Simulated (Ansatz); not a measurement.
A made-up structure of InAlH4, closed shell:

```tsv
atom	x (Å)	y (Å)	z (Å)
Al1	-0.4680	-1.2872	0.0783
In2	0.4406	1.2119	-0.0736
H3	-1.9052	-1.6134	0.6837
H4	-0.2216	0.9086	1.4956
H5	0.1789	2.2368	-1.4514
H6	1.3514	1.9718	1.1954
```

It is relaxed with PBE-D4/def2-SVP and then PBE0-D4/def2-TZVP (Ansatz 0.2.0). Atoms count as bonded within 1.22 times the sum of their covalent radii (H–H: 0.88 Å). The end point is not checked to be a true minimum.

Q: Does its bonding change? (Judge from chemistry; the calculation decides.)

A: Computed: Yes. Formed: Al1–H4; broken: In2–H4.

Where it ends: The first stage lowers the energy by 2.01 eV in 17 steps. It ends as InAlH₄ ([AlH2][InH2]):
```json
{"atom": "Al1", "x (Å)": "-1.0413", "y (Å)": "-0.3128", "z (Å)": "0.7920"}
{"atom": "In2", "x (Å)": "0.7789", "y (Å)": "1.4036", "z (Å)": "-0.1231"}
{"atom": "H3", "x (Å)": "-0.9814", "y (Å)": "-1.8623", "z (Å)": "0.4253"}
{"atom": "H4", "x (Å)": "-2.2373", "y (Å)": "0.1652", "z (Å)": "1.7301"}
{"atom": "H5", "x (Å)": "0.6081", "y (Å)": "2.2640", "z (Å)": "-1.6224"}
{"atom": "H6", "x (Å)": "2.2490", "y (Å)": "1.7710", "z (Å)": "0.7262"}
```

Labels in which every atom is bracketed show which atoms are joined, not bond orders.

For scale, one of the runs: PBE0-D4/def2-TZVP relaxation, 111 basis functions, launched by `ansatz run in.yaml --threads 2 --pin off --events-out ev --progress --plain --max-ram 4352MiB`. Hardware: 2 CPU threads of an Arm Neoverse V1, shared host. Wall time about 9 s.
